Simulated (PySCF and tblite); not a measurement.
Results of a calculation; reference values are marked as such.
trans-1,2-dimethylcyclohexane, C₈H₁₆, numbered as in [CH3:1][C@@H:2]1[CH2:3][CH2:4][CH2:5][CH2:6][C@H:7]1[CH3:8].

Search: ETKDG and KDG, MMFF94s, GFN2-xTB, 60 starts; geometries at GFN2-xTB. Energies: PBE0-D3(BJ)/pcSseg-1 (IEF-PCM, chloroform), with GFN2-xTB thermal terms (modes under about 100 cm⁻¹ blended into free rotors). Symmetry numbers and mirror images are counted. Conformers within 3 kcal/mol (GFN2-xTB free energy) were kept, 10 at most. (PySCF 2.14, tblite 0.8.)

Rotational constants are equilibrium values for the commonest isotopes; dipoles come from the energy level named and are polarised by its solvent model.

The 6-ring runs over atoms 2–3–4–5–6–7.

```
conformer                                       shape  symmetry  weight %
        1  6-ring chair (all substituents equatorial)        C2      97.2
        2                 6-ring chair (C1, C8 axial)        C2       2.8
```

Sets of constants, in random order:

| set | A (MHz) | B (MHz) | C (MHz) | abs μa (D) | abs μb (D) | abs μc (D) |
| --- | --- | --- | --- | --- | --- | --- |
| P | 2227 | 2146 | 1571 | 0.00 | 0.04 | 0.00 |
| Q | 2656 | 1922 | 1218 | 0.05 | 0.00 | 0.00 |

Match each set to its conformer.

P is conformer 2, Q is conformer 1.
